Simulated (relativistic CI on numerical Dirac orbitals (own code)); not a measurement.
What each ingredient does to the levels of Re12+

Base calculation: Dirac-Coulomb-Breit CI, separate exchange-only KLI orbitals for each configuration, a model potential for QED, unscaled Slater integrals.

Configuration list (outside the closed core [Kr] 4d10): 4f¹³5s²5p², 4f¹²5s²5p³, 4f¹⁴5s²5p, 4f¹⁴5s5p², 4f¹³5s5p³, 4f¹³5s²5p5d, 4f¹²5s5p⁴, 4f¹⁴5p³, 4f¹⁴5s²5d, 4f¹³5s5p²5d, 4f¹³5s²5p5f, 4f¹²5s²5p²5d, 4f¹⁴5s²6s, 4f¹³5s²5p5g, 4f¹⁴5p²5d, 4f¹³5s²5p6s, 4f¹³5s5p²5f, 4f¹⁴5s5p6p, 4f¹¹5s²5p³6s, 4f¹⁴5s5p5f, 4f¹³5p³5d, 4f¹³5s²5p6p, 4f¹³5s5p²5g, 4f¹⁴5p²6s, 4f¹⁴5s²5g, 4f¹³5p⁴, 4f¹²5p⁵, 4f¹³5s²5d², 4f¹⁴5s5d², 4f¹³5s5d³, 4f¹⁴5s5p5d, 4f¹⁴5p5d², 4f¹⁴5s5p6s, 4f¹⁴5s5d6s, 4f¹⁴5p5d6s, 4f¹⁴5s²6p, 4f¹⁴5s5d6p, 4f¹⁴5s²5f, 4f¹⁴5s5d5f, 4f¹³5s²5f², 4f¹⁴5s5f², 4f¹³5s5d5f², 4f¹³5s²5d6s, 4f¹³5s5d²6s. Double excitations out of closed p, d and f shells are left out; levels of such configurations are missing from the list, as are those of other unlisted configurations, and high levels can miss mixing partners. Some configurations lack a partner that the ground configuration has and come out too high, among them 4f¹²5s²5p²5d, 4f¹³5s5p²5f, 4f¹³5s5p²5g.

Variants: (1) only the first 3 configurations. Shifts of the energy above 4f¹⁴5s²5p ²P°1/2, in cm⁻¹, for the lowest level and the first level of each name with at least 55 % of one term (blank where a level changes its place among those of its configuration and J or its character, or is not in the variant):

```csv
Level,Base,Δ(1)
4f¹⁴5s²5p ²P°1/2,0,0
4f¹⁴5s²5p ²P°3/2,112973,+1975
4f¹³5s²5p² ⁴F°9/2,148465,-3788
4f¹³5s²5p² ⁴F°3/2,161758,-3712
4f¹³5s²5p² ²H°11/2,165504,-3078
4f¹³5s²5p² ²D°5/2,168329,-2677
4f¹³5s²5p² ²P°3/2,170731,-3018
4f¹³5s²5p² ²G°9/2,175572,-3331
4f¹³5s²5p² ²P°1/2,184466,-3155
4f¹³5s²5p² ²H°9/2,185491,-3013
4f¹³5s²5p² ²D°3/2,196635,-3196
4f¹⁴5s5p² ⁴P1/2,262287,
4f¹³5s²5p² ⁴D°1/2,302323,-1089
```

At this charge transitions that keep the count of f electrons are usually good to a few per cent. Levels and lines within the n = 5 or 6 shells can be off by up to 10 % or somewhat more, and those that change n by about 2 %, since core polarisation is missing. Levels that differ in their count of f electrons can be misplaced by several ten thousand cm⁻¹, since the correlation energy of f electrons is missing or only estimated; rates across such gaps can be off by orders of magnitude. The computed lowest level isn't the tabulated ground level, which NIST ASD gives as 4f13 5p2 4F°7/2; for such ions that label comes from theory and may be the wrong one.

Ionisation energy from one configuration of each of the two ions, the ground ones as tabulated or assumed: base 251.729 eV. The NIST ASD value (theoretical) is 268 ± 14 eV. The gap of more than 2 % comes from missing correlation, or from a tabulated value that is itself an estimate.

LS names give the leading component of a level, which can be under half, so a name can repeat, a term be missing and a line seem to break the LS rules.
